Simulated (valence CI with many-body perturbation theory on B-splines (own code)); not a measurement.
## Energy levels of Pb⁷⁷⁺

Level of theory: valence CI with perturbative core correlation (CI+MBPT): three valence electrons over a frozen Dirac-Fock core [He], a basis of 11 s, 11 p, 10 d, 8 f, 5 g, 2 h functions for each j, with the one-electron correlation potential Σ1 (screened to all orders), the two-electron term Σ2, the three-electron term Σ3, Breit, model QED; selected single and double excitations, second order for the rest, scaled by the run's own slope (own B-spline code, finite nucleus).

The last digits are not significant, and no measured levels were compared; by estimate large intervals hold to a few tenths of a per cent, small ones and those within an open d or f shell to about a per cent.

Levels 1 to 45 of 167, with energies above the lowest level, (2s^2 2p1/2) J=1/2. "Leading %" is the weight of the configuration and term that name the level; weights of strongly mixed levels are sums over their largest components and can fall short. In the jj column 3d3/2^4 stands for four electrons in 3d with j = 3/2. Lifetimes count E1, E2, E3, M1 and M2 decay at the calculated energies, and are blank where another channel may lead or the interval is too uncertain; long ones can be off by a factor of two.

```csv
No.,Configuration,Term,J,E (Ry),Leading %,Lifetime,g,Leading jj
1,2s²2p,²P°,1/2,0.0,100,,0.602,2s^2 2p1/2 (100 %)
2,2s2p²,⁴P,1/2,24.0,48,29.3 ps,1.991,2s 2p1/2^2 (100 %)
3,2s²2p,²P°,3/2,173.0,99,5.38 ps,1.288,2s^2 2p3/2 (99 %)
4,2s2p²,⁴P,3/2,190.0,89,2.62 ps,1.605,2s 2p1/2 2p3/2 (100 %)
5,2s2p²,²D,5/2,193.1,64,84.5 ps,1.290,2s 2p1/2 2p3/2 (100 %)
6,2s2p²,²P,1/2,199.4,68,28.0 fs,1.274,2s 2p1/2 2p3/2 (100 %)
7,2s2p²,²D,3/2,199.5,60,30.0 fs,0.967,2s 2p1/2 2p3/2 (100 %)
8,2p³,²P°,3/2,224.2,49,39.9 fs,1.298,2p1/2^2 2p3/2 (99 %)
9,2s2p²,⁴P,5/2,364.2,64,127 fs,1.410,2s 2p3/2^2 (100 %)
10,2s2p²,²S,1/2,373.5,68,35.9 fs,1.914,2s 2p3/2^2 (100 %)
11,2s2p²,²P,3/2,373.6,58,19.0 fs,1.159,2s 2p3/2^2 (100 %)
12,2p³,⁴S°,3/2,392.9,56,19.5 fs,1.425,2p1/2 2p3/2^2 (100 %)
13,2p³,²D°,5/2,394.5,100,20.4 fs,1.151,2p1/2 2p3/2^2 (100 %)
14,2p³,²P°,1/2,399.5,100,18.5 fs,0.602,2p1/2 2p3/2^2 (100 %)
15,2p³,²P°,3/2,569.5,51,13.1 fs,1.280,2p3/2^3 (100 %)
16,2s²3s,²S,1/2,997.3,98,2.01 fs,1.975,2s^2 3s (98 %)
17,2s²3p,²P°,1/2,1005.1,97,53.1 fs,0.650,2s^2 3p1/2 (97 %)
18,2s2p3s,⁴P°,1/2,1013.4,85,2.23 fs,2.345,2s 2p1/2 3s (99 %)
19,2s2p3s,⁴P°,3/2,1015.7,58,2.02 fs,1.514,2s 2p1/2 3s (100 %)
20,2s2p3s,²P°,1/2,1018.4,95,2.50 fs,0.672,2s 2p1/2 3s (99 %)
21,2s2p3p,⁴D,1/2,1020.0,72,3.04 fs,0.252,2s 2p1/2 3p1/2 (100 %)
22,2s2p3p,⁴D,3/2,1022.3,39,1.23 fs,1.069,2s 2p1/2 3p1/2 (100 %)
23,2s2p3p,⁴P,1/2,1026.3,44,2.25 fs,1.888,2s 2p1/2 3p1/2 (99 %)
24,2p²3s,⁴P,1/2,1041.9,45,2.53 fs,1.976,2p1/2^2 3s (98 %)
25,2p²3p,²P°,1/2,1047.9,47,753 as,0.638,2p1/2^2 3p1/2 (98 %)
26,2s²3p,²P°,3/2,1056.1,98,42.6 fs,1.314,2s^2 3p3/2 (98 %)
27,2s²3d,²D,3/2,1061.0,98,352 as,0.781,2s^2 3d3/2 (98 %)
28,2s2p3p,⁴P,3/2,1072.1,31,3.85 fs,1.381,2s 2p1/2 3p3/2 (100 %)
29,2s²3d,²D,5/2,1073.6,61,659 as,1.227,2s^2 3d5/2 (61 %)
30,2s2p3p,²D,3/2,1075.1,42,1.75 fs,1.236,2s 2p1/2 3p3/2 (100 %)
31,2s²3d,²D,5/2,1075.3,38,1.03 fs,1.257,2s 2p1/2 3p3/2 (61 %)
32,2s2p3p,²P,1/2,1075.4,45,1.09 fs,1.334,2s 2p1/2 3p3/2 (99 %)
33,2s2p3d,⁴F°,3/2,1076.0,68,1.37 fs,0.574,2s 2p1/2 3d3/2 (100 %)
34,2s2p3d,⁴F°,5/2,1078.5,38,2.22 fs,0.988,2s 2p1/2 3d3/2 (99 %)
35,2s2p3d,²P°,3/2,1079.9,30,300 as,1.132,2s 2p1/2 3d3/2 (99 %)
36,2s2p3d,⁴D°,1/2,1080.2,52,293 as,0.442,2s 2p1/2 3d3/2 (100 %)
37,2s2p3d,⁴P°,5/2,1090.0,32,406 as,1.292,2s 2p1/2 3d5/2 (100 %)
38,2s2p3d,²F°,7/2,1092.4,42,413 as,1.211,2s 2p1/2 3d5/2 (100 %)
39,2s2p3d,²F°,5/2,1093.3,45,413 as,1.075,2s 2p1/2 3d5/2 (100 %)
40,2s2p3d,²P°,3/2,1093.4,38,423 as,1.130,2s 2p1/2 3d5/2 (96 %)
41,2p²3p,²P°,3/2,1100.4,34,1.49 fs,1.311,2p1/2^2 3p3/2 (95 %)
42,2p²3d,²D,3/2,1103.8,43,2.17 fs,0.778,2p1/2^2 3d3/2 (98 %)
43,2p²3d,²D,5/2,1118.0,37,418 as,1.183,2p1/2^2 3d5/2 (98 %)
44,2s2p3s,⁴P°,5/2,1186.9,100,2.98 fs,1.555,2s 2p3/2 3s (100 %)
45,2s2p3s,²P°,3/2,1189.3,75,1.75 fs,1.377,2s 2p3/2 3s (100 %)
```

The ionisation energy to 2s² ¹S0 of the next ion comes out as 23934 eV (NIST: 23940 ± 120 eV (theoretical)). All 167 levels together are meant to be complete up to 1502.2 Ry.
